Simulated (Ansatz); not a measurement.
Born–Oppenheimer molecular dynamics of Cl3H3NOTa (9 atoms, charge 0, multiplicity 1). It goes on from the last frame of an earlier run, with new velocities.

Method: Ansatz 0.2.0, RKS B3LYP/def2-SVP.

```yaml
ensemble: NVT, Nosé–Hoover chain
time_step: 0.5 fs
steps_asked: 100
set_temperature: 500 K
thermostat: time constant 20 fs, chain length 3
seed: 261496
```

First frame:

```xyz
9
Properties=species:S:1:pos:R:3
Ta -0.118 -0.018 0.026
O 1.644 0.648 -0.025
H 2.084 1.397 -0.403
Cl 0.361 -1.512 1.737
N 0.202 -0.474 -1.844
H -0.505 -0.757 -2.550
H 1.110 -0.341 -2.251
Cl -0.894 2.154 0.474
Cl -2.220 -0.997 -0.257
```

(1) How far do the bonds stretch over the last three quarters of this one trajectory? (Pairs bonded in most of those frames.)

## Answers

(1) 
```
   bond  mean (Å)  spread (Å)  shortest  longest
 Ta1–O2     1.883       0.107      1.74     2.04
Ta1–Cl4     2.336       0.040      2.29     2.42
 Ta1–N5     1.987       0.010      1.97     2.00
Ta1–Cl8     2.349       0.036      2.28     2.39
Ta1–Cl9     2.367       0.044      2.31     2.44
  O2–H3     0.965       0.024      0.93     1.00
  N5–H6     1.021       0.020      0.99     1.05
  N5–H7     1.022       0.013      1.00     1.04
```

Mean temperature of the second half: 655 K. The conserved energy stayed within 0.15 meV per atom of its start (net change 0.14 meV per atom), so the integration is sound. The mean temperature of the second half is 31 % above the set value. A run of 0.05 ps of so small a system gives no equilibrium averages.

Time of the run: 16 min on 2 threads of Arm Neoverse N1, with other jobs on the host, peak memory 0.36 GiB.
